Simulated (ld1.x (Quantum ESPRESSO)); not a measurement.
# Plane-wave convergence, TM potential for Mo (Z = 42)

Mo, norm-conserving Troullier–Martins (Kleinman–Bylander form), made with ld1.x (Quantum ESPRESSO) 7.5 (PBE, scalar-relativistic). Core [Kr], reference 4d4 5s0 5p0 (charge +2). Waves: 5s (bound, empty): rc 2.15 bohr; 4d (bound): rc 1.95 bohr; 5p (bound, empty): rc 2.65 bohr. Local part: the p channel. Core correction: a·sin(br)/r model core inside 1.45 bohr.

The pseudo-atom Hamiltonian at the reference potential is diagonalised in spherical Bessel functions j_l(qr) that vanish at 20 bohr, with q² up to the cutoff. All-electron valence levels (Ry): 5s -1.3012, 4d -1.5307, 5p -0.9326.

How do the lowest levels (Ry) of each channel move with the cutoff, and are there ghosts?

```json
{"cutoff (Ry)": "8", "s #1": "-3.2264", "s #2": "-1.2679", "d #1": "-0.7848", "d #2": "-0.3539", "p #1": "-0.9238", "p #2": "-0.3894", "f #1": "-0.2953", "f #2": "-0.1646", "Σ f·Δε (mRy)": "2983.8"}
{"cutoff (Ry)": "12", "s #1": "-3.2999", "s #2": "-1.2888", "d #1": "-1.0413", "d #2": "-0.4206", "p #1": "-0.9290", "p #2": "-0.3915", "f #1": "-0.2955", "f #2": "-0.1647", "Σ f·Δε (mRy)": "1957.8"}
{"cutoff (Ry)": "15", "s #1": "-3.4382", "s #2": "-1.2957", "d #1": "-1.1912", "d #2": "-0.4410", "p #1": "-0.9318", "p #2": "-0.3927", "f #1": "-0.2955", "f #2": "-0.1648", "Σ f·Δε (mRy)": "1358.2"}
{"cutoff (Ry)": "21", "s #1": "-3.6021", "s #2": "-1.2981", "d #1": "-1.4336", "d #2": "-0.4626", "p #1": "-0.9322", "p #2": "-0.3930", "f #1": "-0.2955", "f #2": "-0.1648", "Σ f·Δε (mRy)": "388.7"}
{"cutoff (Ry)": "30", "s #1": "-3.6523", "s #2": "-1.3001", "d #1": "-1.5135", "d #2": "-0.4688", "p #1": "-0.9325", "p #2": "-0.3931", "f #1": "-0.2955", "f #2": "-0.1648", "Σ f·Δε (mRy)": "69.1"}
{"cutoff (Ry)": "40", "s #1": "-3.6922", "s #2": "-1.3006", "d #1": "-1.5299", "d #2": "-0.4701", "p #1": "-0.9326", "p #2": "-0.3931", "f #1": "-0.2955", "f #2": "-0.1648", "Σ f·Δε (mRy)": "3.2"}
{"cutoff (Ry)": "45", "s #1": "-3.6973", "s #2": "-1.3007", "d #1": "-1.5305", "d #2": "-0.4701", "p #1": "-0.9326", "p #2": "-0.3931", "f #1": "-0.2955", "f #2": "-0.1648", "Σ f·Δε (mRy)": "0.9"}
{"cutoff (Ry)": "55", "s #1": "-3.7185", "s #2": "-1.3010", "d #1": "-1.5307", "d #2": "-0.4701", "p #1": "-0.9326", "p #2": "-0.3931", "f #1": "-0.2955", "f #2": "-0.1648", "Σ f·Δε (mRy)": "0.3"}
{"cutoff (Ry)": "400", "s #1": "-3.7284", "s #2": "-1.3012", "d #1": "-1.5307", "d #2": "-0.4701", "p #1": "-0.9326", "p #2": "-0.3931", "f #1": "-0.2955", "f #2": "-0.1648", "Σ f·Δε (mRy)": "0.0"}
```

Result: ghost state, extra bound levels that the all-electron valence spectrum of the same l lacks: s at -50.7 eV (a true bound ghost makes a file unfit for plane-wave use); 10 mRy is reached at 40 Ry and 1 mRy at 45 Ry.

Its largest configuration-test error is -342 meV.
